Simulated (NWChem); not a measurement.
Species: BHF, doublet; SMILES F[BH]

All runs: NWChem. Pople sets run with spherical d functions. Spin-unrestricted. In the optimisation the excess spin sits in a' (Cs, its own frame). No stability test was run on the SCF state. Each level has its own optimisation; frequencies are unscaled.

```csv
level,r B–F (Å),r B–H (Å),highest harmonic frequency (cm⁻¹),lowest (cm⁻¹),zero-point energy (kcal/mol),dipole (D)
BP86/def2-TZVP,1.315,1.215,2453,955,6.7,0.56
B3LYP/def2-TZVP,1.305,1.203,2524,992,6.9,0.61
B3LYP/6-31G*,1.310,1.207,2547,1022,7.0,0.37
UHF/STO-3G,1.291,1.171,3150,1218,8.5,0.25
PBE0-D3(BJ)/def2-TZVP,1.301,1.206,2531,990,6.9,0.60
```
